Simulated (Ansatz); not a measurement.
Cost and result for the atomization energy of AlH$_{6}$NSSi$_{2}$, SMILES `[NH2][AlH][SiH]1[SiH2]S1` (11 atoms, 11 bonds).

Z-matrix (Å, degrees):
```
Si
Al 1 2.427
S 1 2.190 2 110.6
Si 1 2.262 2 118.4 3 -63.1
H 1 1.489 2 123.6 3 137.2
N 2 1.762 1 111.3 3 11.6
H 2 1.583 1 127.7 3 -171.3
H 4 1.482 1 122.1 2 -160.2
H 4 1.483 1 122.1 2 -5.2
H 6 1.009 2 122.5 1 -4.5
H 6 1.007 2 126.7 1 176.4
```

Charge 0, multiplicity 1. Geometry: relaxed with PBE0-D4/def2-TZVP. It is one conformer, not always the lowest. Program: Ansatz. All runs use 4 threads of an Arm Neoverse V1 on a shared host. Times are those of one run each, without the atoms' runs, and a repeat can differ threefold. Electronic energies, without spin–orbit coupling; frozen cores. CCSD(T)/CBS adds CCSD(T) − MP2 in def2-TZVPP to the MP2 limit, and its time is that of the two runs behind it. T1 = 0.014. B3LYP takes the VWN-RPA correlation (the form of Gaussian; ORCA's B3LYP/G).

CCSD(T)/CBS is a level of theory with its own doubt, some kJ/mol a heavy atom from the limit and from the frozen cores, so smaller differences don't rank the functionals.

| level | functions | wall time | atomization (kJ/mol) | difference from CCSD(T)/CBS | per bond |
| --- | --- | --- | --- | --- | --- |
| PBE-D4/def2-TZVPP (with forces) | 283 | 3.6 s | 3405.1 | 16.9 | 1.5 |
| PBE0-D4/def2-TZVPP | 283 | 5.5 s | 3364.8 | -23.4 | -2.1 |
| r2SCAN-D4/def2-TZVPP (with forces) | 283 | 7.5 s | 3396.4 | 8.2 | 0.8 |
| B3LYP-D4/def2-TZVPP (with forces) | 283 | 8 s | 3367.0 | -21.2 | -1.9 |
| B2PLYP/def2-TZVPP | 283 | 8.5 s | 3315.6 | -72.6 | -6.6 |
| ωB97X-V/def2-TZVPP | 283 | 12 s | 3419.3 | 31.1 | 2.8 |
| ωB97M-V/def2-TZVPP (with forces) | 283 | 17 s | 3391.3 | 3.1 | 0.3 |
| MP2/def2-QZVPP | 517 | 30 s | 3365.3 | -22.9 | -2.1 |
| CCSD(T)/def2-TZVPP | 283 | 3.1 min | 3268.1 | -120.1 | -10.9 |
| CCSD(T)/CBS(def2) | – | 3.6 min | 3388.2 | 0.0 | 0.0 |

In def2-TZVPP, CCSD(T) changes the Hartree–Fock value by +880.3 kJ/mol (the triples alone add +57.8 kJ/mol) and MP2 by +906.3 kJ/mol; breaking electron pairs costs correlation energy, which Hartree–Fock lacks. The D4 term adds +52.1 kJ/mol with B3LYP and +27.7 kJ/mol with PBE0; it sums over pairs of atoms, weighted by their polarisabilities, and B3LYP, whose exchange is more repulsive, gets the larger term. From PBE to PBE0 (25 % exact exchange), in def2-TZVPP and without D4, the atomization energy moves by −36.1 kJ/mol: exact exchange takes away binding that semilocal exchange gives to molecules.
